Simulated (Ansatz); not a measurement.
Reaction (ligand exchange at a Ge–O bond): `C[O][Ge]([OH])([O]C)[O]C` + CH₃NH₂ → `C[NH][Ge]([O]C)([O]C)[O]C` + H₂O

Gas-phase electronic energies from Ansatz, PBE0-D4/def2-TZVP geometries. CCSD(T)/CBS is the MP2 limit (def2-TZVPP, def2-QZVPP) plus CCSD(T) − MP2 in def2-TZVPP, frozen cores. This one scheme is used for every species. DFT in def2-TZVPP. For Ge outer-core shells are correlated without core-valence functions, which leaves a few kJ/mol of doubt a bond. Scalar relativity is left out up to krypton. Each species was taken in one conformer, which may not be the lowest.

| species | PBE-D4 energy (Eh) |
| --- | --- |
| `C[O][Ge]([OH])([O]C)[O]C` | -2497.69935 |
| CH₃NH₂ | -95.76915 |
| `C[NH][Ge]([O]C)([O]C)[O]C` | -2517.08086 |
| H₂O | -76.38027 |

Q: Work out ΔE.

A: ΔE = (-2517.08086) + (-76.38027) − (-2497.69935) − (-95.76915) = 0.00737 Eh = +0.20 eV. CCSD(T)/CBS gives +0.16 eV.

Largest T1 diagnostic among the species: 0.012.

In def2-TZVPP, CCSD(T) changes the Hartree–Fock value by −0.17 eV (the triples alone add −0.02 eV) and MP2 by −0.20 eV. The D4 term adds −0.11 eV with B3LYP and −0.07 eV with PBE0; it sums over pairs of atoms, weighted by their polarisabilities, and B3LYP, whose exchange is more repulsive, gets the larger term.

B3LYP here is the variant with VWN-RPA as its local correlation; programs differ in this.
